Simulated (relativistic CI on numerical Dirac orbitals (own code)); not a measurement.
# Hyperfine structure of Er⁴²⁺, mass number 167

Method of calculation: Dirac-Coulomb-Breit CI, orbitals from a KLI potential per configuration, QED by a radiative potential, unscaled Slater integrals (own radial code, finite nucleus).

Configurations in the expansion (outside the closed core [Ne]): 3s2 3p6 3d8, 3s2 3p5 3d9, 3s2 3p4 3d10, 3s 3p6 3d9, 3p6 3d10, 3s 3p5 3d10, 3s2 3p6 3d7 4s, 3s2 3p6 3d7 4p, 3s2 3p4 3d9 4s, 3s2 3p6 3d7 4d, 3s2 3p4 3d9 4p, 3s2 3p5 3d8 4s, 3s2 3p6 3d7 4f, 3s2 3p4 3d9 4d, 3s 3p5 3d9 4s, 3s2 3p5 3d8 4p. Levels of other configurations are missing.

Nuclear spin I = 7/2, μ = -0.5623 μN, Q = 3.57 b (tables of Stone and Pyykkö). The electronic factors are computed for point nuclear moments, without core polarisation or the Bohr-Weisskopf and QED corrections.

```tsv
Level	E (eV)	A (MHz)	B (MHz)
3s2 3p6 3d8 3F_4	0.000	-4490	-137000
3s2 3p6 3d8 3F_3	42.545	-6542	-72000
3s2 3p6 3d8 3P_2	50.880	-5242	42400
3s2 3p6 3d8 3P_1	55.567	641.8	-74400
3s2 3p6 3d8 1G_4	56.385	-7170	-399000
3s2 3p6 3d8 3F_2	91.415	-11210	20600
3s2 3p5 3d9 3F°_4	364.768	-11190	-1.17e+06
3s2 3p5 3d9 1D°_2	373.236	-6613	630000
```

Levels with J = 0, under 50 % of one LS term, or S terms without an open s electron are left out. Small factors come from cancelling terms and can be off by tens of per cent or more.

At this charge energies of transitions that change n are usually good to better than 1 %, and those within a shell (Δn = 0) to a few per cent.

(1) Give the hyperfine levels of 3s2 3p6 3d8 3F_4 relative to its centre of gravity.

Answers

(1) With K = F(F + 1) − I(I + 1) − J(J + 1), E = AK/2 + B[¾K(K + 1) − I(I + 1)J(J + 1)]/[2I(2I − 1)J(2J − 1)]: F = 1/2: 11140, F = 3/2: 21750, F = 5/2: 35920, F = 7/2: 48400, F = 9/2: 51840, F = 11/2: 36780, F = 13/2: -8342, F = 15/2: -97190 MHz.

LS names give the leading component of a level, which can be under half, so a name can repeat, a term be missing and a line seem to break the LS rules.
